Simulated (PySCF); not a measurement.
CaHO, SMILES [OH][Ca], multiplicity 2. Geometry optimised at PBE-D3(BJ)/def2-TZVPD.

Computed with PBE-D3(BJ)/def2-TZVPD (PySCF 2.14.0).

Harmonic wavenumbers (cm⁻¹): 310, 310, 620, 3828. Rotational constants (GHz): 10.08 (linear); symmetry number 1.

Task: Work out the zero-point energy and the ideal-gas rigid-rotor harmonic-oscillator thermochemistry at 298.15 K and 1 atm.

Result: ZPE = ½ Σ hcν = ½ × 5067 cm⁻¹ = 7.24 kcal/mol. H − E(el) = 9.92 kcal/mol. Entropy in cal/(mol K): translation 38.05, rotation 14.75, vibration 3.15, spin 1.38, total 57.32. G − E(el) = -7.17 kcal/mol. Cp = 11.26 cal/(mol K).
